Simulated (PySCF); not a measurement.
PySCF 2.14 output of an unrestricted MN15 calculation on a single atom or ion in def2-QZVPPD with the def2 core potential (60 electrons) (7s6p4d3f2g, 84 functions), with a scalar-relativistic core potential:

```
SCF conv_tol = 1e-09
number electrons alpha = 8  beta = 4
    H. S. Yu, X. He, S. L. Li, and D. G. Truhlar.,  Chem. Sci. 7, 5032-5051 (2016)
    H. S. Yu, X. He, S. L. Li, and D. G. Truhlar.,  Chem. Sci. 7, 5032-5051 (2016)
cycle= 1 E= -65.9167042155236  delta_E= -0.00691  |g|= 0.0118  |ddm|= 0.478
cycle= 2 E= -65.9168158979891  delta_E= -0.000112  |g|= 0.00225  |ddm|= 0.0908
cycle= 3 E= -65.9168205614966  delta_E= -4.66e-06  |g|= 0.000708  |ddm|= 0.0154
cycle= 4 E= -65.9168208130029  delta_E= -2.52e-07  |g|= 5.65e-05  |ddm|= 0.00385
cycle= 5 E= -65.9168208163958  delta_E= -3.39e-09  |g|= 2.59e-06  |ddm|= 0.000498
cycle= 6 E= -65.916820816402  delta_E= -6.22e-12  |g|= 1.71e-07  |ddm|= 1.23e-05
converged SCF energy = -65.916820816402  <S^2> = 6.00122  2S+1 = 5.000488
```

The run itself started from symmetry-adapted Hartree-Fock orbitals and held the occupation by maximum overlap, on a logarithmic radial grid, so the iterations belong to that start.

**Question.** Which element, charge and spin multiplicity is this?

**Answer.** W²⁺ (tungsten, charge +2), multiplicity 5; the state was [Xe] 4f14 5d3 6s1, high-spin 5F determinant (an excited configuration).

Energies and moments cover only the electrons outside the core potential. Spin-orbit coupling, absent here, splits the open shell strongly.
